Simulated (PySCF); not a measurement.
From one molecule to another.

First species: C₂HF₂P.
InChI=1S/C2HF2P/c3-2(4)1-5/h2H

Second species: C₅H₆NP.
Geometry (GFN2-xTB, Å), atoms numbered from 1 in this order:
```
atom  x, y, z in Å
C1     1.973   -0.566   -0.290
C2     0.564   -0.107   -0.055
C3     0.341    1.091    0.610
P4    -1.222    1.749    0.955
C5    -2.192    0.496    0.246
C6    -1.660   -0.619   -0.369
N7    -0.381   -0.912   -0.517
H8     2.518    0.171   -0.878
H9     2.492   -0.691    0.659
H10    1.962   -1.513   -0.821
H11    1.203    1.659    0.940
H12   -3.268    0.602    0.293
H13   -2.333   -1.360   -0.790
```

Levels: CAM-B3LYP/def2-SVPD for dipole moment, HOMO energy, LUMO energy, HOMO–LUMO gap, static isotropic polarisability and electronic spatial extent ⟨r²⟩ about the centre of nuclear charge; TDDFT CAM-B3LYP/def2-SVPD for lowest singlet excitation; TDA CAM-B3LYP/def2-SVPD for lowest triplet excitation (Tamm–Dancoff); GFN2-xTB for rotational constant A and rotational constant C. Geometries: GFN2-xTB. Each structure is a single optimised conformer of the isolated species, non-relativistic unless stated. Electronic properties by PySCF.

Values for the first species:

- Dipole moment: 2.26 D
- HOMO energy: -9.81 eV
- LUMO energy: -1.05 eV
- HOMO–LUMO gap: 8.76 eV
- Lowest singlet excitation: 4.15 eV
- Lowest triplet excitation (Tamm–Dancoff): 3.20 eV
- Static isotropic polarisability: 49.3 au
- Electronic spatial extent ⟨r²⟩ about the centre of nuclear charge: 565 bohr²
- Rotational constant A: 9.951 GHz
- Rotational constant C: 1.837 GHz

(1) Estimate the same properties for the second species, and the change in each.

Results:

(1) 
| property | first | second | second less first |
| --- | --- | --- | --- |
| dipole moment | 2.26 D | 0.67 D | -1.59 D |
| HOMO energy | -9.81 eV | -8.73 eV | +1.08 eV |
| LUMO energy | -1.05 eV | -0.87 eV | +0.18 eV |
| HOMO–LUMO gap | 8.76 eV | 7.86 eV | -0.90 eV |
| lowest singlet excitation | 4.15 eV | 4.26 eV | +0.11 eV |
| lowest triplet excitation (Tamm–Dancoff) | 3.20 eV | 3.49 eV | +0.29 eV |
| static isotropic polarisability | 49.3 au | 86.8 au | +37.5 au |
| electronic spatial extent ⟨r²⟩ about the centre of nuclear charge | 565 bohr² | 839 bohr² | +274 bohr² |
| rotational constant A | 9.951 GHz | 4.220 GHz | -5.731 GHz |
| rotational constant C | 1.837 GHz | 1.403 GHz | -0.434 GHz |

On the first: The polarisability is 7.30 Å³ as a volume (1 au = 0.148185 Å³), or 1.07 au for each of the 46 electrons. The 8 singlets span 4.15 to 8.08 eV, and their oscillator strengths add up to 1.02.

On the second: No computed singlet falls in the visible range (750 to 380 nm, 1.65 to 3.26 eV); S1 lies 1.00 eV above its blue end. S1 lies 3.60 eV below the HOMO–LUMO gap; its leading configuration is HOMO→LUMO, weight 0.98.
